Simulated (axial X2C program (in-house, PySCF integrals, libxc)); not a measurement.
# Working with the constants of CaI⁻

A bond curve at the CCSD(T) level, two-component, was computed with an axial X2C code built on PySCF integrals (basis I dyall-acv3z [12s13p9d5f1g], Ca dyall-acv3z [12s13p7d5f] (cores contracted in-house)) for the state Ω = 0 (closed shell). Its fit gives Re = 3.0840 Å, ωe = 161.8 cm⁻¹, ωexe = 0.788 cm⁻¹ and αe = 3.495e-04 cm⁻¹; the masses are 126.9045 and 39.9626 u. Two-component means X2C with spin–orbit coupling and atomic mean-field Coulomb and Gaunt terms.

Correlated methods: 10 electrons correlated (number of frozen shells: I 4 s, 3 p, 2 d; Ca 3 s, 2 p), 362 virtual spin orbitals or spinors in MP2, 90 natural virtuals in coupled cluster.

(1) Find the reduced mass, Be and the force constant.

(2) Estimate the centrifugal constant by the Kratzer relation.

(3) Give B0, the J = 1←0 line in GHz and the most populated J at 300 K (kT = 208.5 cm⁻¹).

(4) A Morse curve ties αe to the other constants (Pekeris). How well does that hold?

(5) Where do the fundamental and the first overtone lie?

The state is one determinant whose occupation by symmetry is held fixed; it was picked as the lowest of a PBE0 search that is not exhaustive. CCSD and (T) use frozen natural virtuals with an MP2 correction for the truncation; (T) itself is uncorrected, so its De runs slightly low. The outer-core s and p shells of the metal are frozen in the correlated rows, which leaves out core–valence correlation; for alkali and alkaline-earth bonds that tends to lengthen them. With the outer-core shells frozen, correlated bond lengths of heavy atoms tend to come out a few hundredths of an ångström too long.

## Answers

(1) From the CCSD(T) values: μ = 30.3921 u. Be = 16.8576/(μ Re²) = 0.05832 cm⁻¹. k = 5.8918×10⁻⁷ μ ωe² = 0.469 mdyn/Å.

(2) D = 4Be³/ωe² = 3.03e-08 cm⁻¹.

(3) B0 = Be − αe/2 = 0.05814 cm⁻¹; 2B0 = 3.486 GHz; J(max) ≈ √(kT/2B0) − 1/2 = 41.8, so J = 42.

(4) αe(Morse) = 6Be²/ωe × (√(ωexe/Be) − 1) = 3.375e-04 cm⁻¹; the CCSD(T) curve gives 3.495e-04 cm⁻¹, a ratio of 0.97.

(5) ν(1←0) = ωe − 2ωexe = 160.2 cm⁻¹; ν(2←0) = 2ωe − 6ωexe = 318.9 cm⁻¹.
